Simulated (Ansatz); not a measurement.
Cost and result for the atomization energy of C4H7FSi (`C=C=C[SiH](C)F`) (13 atoms, 12 bonds).

```xyz
13

C     2.3846   -0.5537   -0.3049
C     1.5055    0.1269    0.3691
C     0.5886    0.7891    1.0134
Si   -1.2007    0.6285    0.5547
C    -1.4461   -0.5213   -0.8742
F    -1.9954    0.0648    1.8318
H     2.8488   -0.1422   -1.1945
H     2.6866   -1.5455    0.0137
H     0.8916    1.4521    1.8228
H    -1.7698    1.9751    0.2892
H    -0.9700   -0.1225   -1.7732
H    -1.0124   -1.5022   -0.6683
H    -2.5113   -0.6490   -1.0796
```

The species carries charge 0 and has multiplicity 1. The geometry is a stationary point of PBE0-D4/def2-TZVP. It is one conformer, not always the lowest. Program: Ansatz. All runs use 4 threads of an Arm Neoverse V2 on a shared host. Times are those of one run each, without the atoms' runs, and a repeat can differ threefold. Electronic energies, without spin–orbit coupling; frozen cores. CCSD(T)/CBS adds CCSD(T) − MP2 in def2-TZVPP to the MP2 limit, and its time is that of the two runs behind it. T1 = 0.012. B3LYP takes the VWN-RPA correlation (the form of Gaussian; ORCA's B3LYP/G).

CCSD(T)/CBS is a level of theory with its own doubt, some kJ/mol a heavy atom from the limit and from the frozen cores, so smaller differences don't rank the functionals.

```
                             level  functions  wall time  atomization (kcal/mol)  difference from CCSD(T)/CBS  per bond
   PBE-D4/def2-TZVPP (with forces)        295      2.7 s                  1310.8                         28.4       2.4
                PBE0-D4/def2-TZVPP        295      3.1 s                  1289.1                          6.7       0.6
r2SCAN-D4/def2-TZVPP (with forces)        295      4.9 s                  1289.5                          7.1       0.6
 B3LYP-D4/def2-TZVPP (with forces)        295      5.5 s                  1284.7                          2.3       0.2
                 B2PLYP/def2-TZVPP        295      6.5 s                  1272.5                         -9.9      -0.8
                ωB97X-V/def2-TZVPP        295      8.5 s                  1283.8                          1.4       0.1
  ωB97M-V/def2-TZVPP (with forces)        295       12 s                  1286.9                          4.5       0.4
                    MP2/def2-QZVPP        565       25 s                  1292.9                         10.5       0.9
                CCSD(T)/def2-TZVPP        295     12 min                  1251.4                        -31.0      -2.6
                 CCSD(T)/CBS(def2)          –     12 min                  1282.4                          0.0       0.0
```

From PBE to PBE0 (25 % exact exchange), in def2-TZVPP and without D4, the atomization energy moves by −20.7 kcal/mol: exact exchange takes away binding that semilocal exchange gives to molecules. In def2-TZVPP, CCSD(T) changes the Hartree–Fock value by +287.8 kcal/mol (the triples alone add +18.7 kcal/mol) and MP2 by +310.8 kcal/mol; breaking electron pairs costs correlation energy, which Hartree–Fock lacks. The D4 term adds +10.4 kcal/mol with B3LYP and +5.6 kcal/mol with PBE0; it sums over pairs of atoms, weighted by their polarisabilities, and B3LYP, whose exchange is more repulsive, gets the larger term.
